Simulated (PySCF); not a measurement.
C5H7F, SMILES C#CC[C@@H](C)F.

Geometry: PBE0-D3(BJ)/def2-SVP. The structure was generated by enumeration; whether it is a known compound was not checked. Other conformers were not sampled.

Method: TDA-PBE/def2-SVPD (PySCF 2.14.0).

Vertical excitations. The molecule is in vacuum.

```csv
state,energy (eV),λ (nm),f,main pairs
S1,6.26,198,0.000,HOMO→LUMO 96 %
S2,6.44,192,0.027,"HOMO−1→LUMO 77 %, HOMO→LUMO+1 14 %"
S3,6.72,185,0.000,HOMO−1→LUMO+1 84 %
S4,6.94,179,0.013,"HOMO→LUMO+2 51 %, HOMO→LUMO+1 19 %, HOMO−1→LUMO+2 19 %, HOMO−1→LUMO+1 10 %"
S5,6.99,177,0.006,"HOMO−1→LUMO+2 52 %, HOMO→LUMO+2 36 %, HOMO→LUMO+1 11 %"
S6,7.51,165,0.049,"HOMO−1→LUMO+3 31 %, HOMO→LUMO+4 29 %, HOMO−1→LUMO+4 26 %, HOMO→LUMO+1 6 %"
S7,7.54,164,0.007,"HOMO−2→LUMO 44 %, HOMO→LUMO+3 40 %, HOMO→LUMO+4 8 %, HOMO−1→LUMO+4 7 %"
S8,7.55,164,0.027,"HOMO→LUMO+3 58 %, HOMO−2→LUMO 35 %"
S9,7.56,164,0.022,"HOMO→LUMO+4 58 %, HOMO−2→LUMO 18 %, HOMO−1→LUMO+3 12 %, HOMO−1→LUMO+4 10 %"
S10,7.60,163,0.007,"HOMO−1→LUMO+3 50 %, HOMO−1→LUMO+4 46 %"
T1,5.32,233,0,"HOMO−1→LUMO 45 %, HOMO→LUMO+1 35 %, HOMO−1→LUMO+2 11 %"
T2,5.74,216,0,"HOMO→LUMO 61 %, HOMO−1→LUMO+1 29 %"
T3,5.78,215,0,"HOMO→LUMO+1 58 %, HOMO−1→LUMO 34 %"
T4,6.40,194,0,"HOMO−1→LUMO+1 53 %, HOMO→LUMO 36 %"
```
Triplets are in the Tamm–Dancoff approximation.
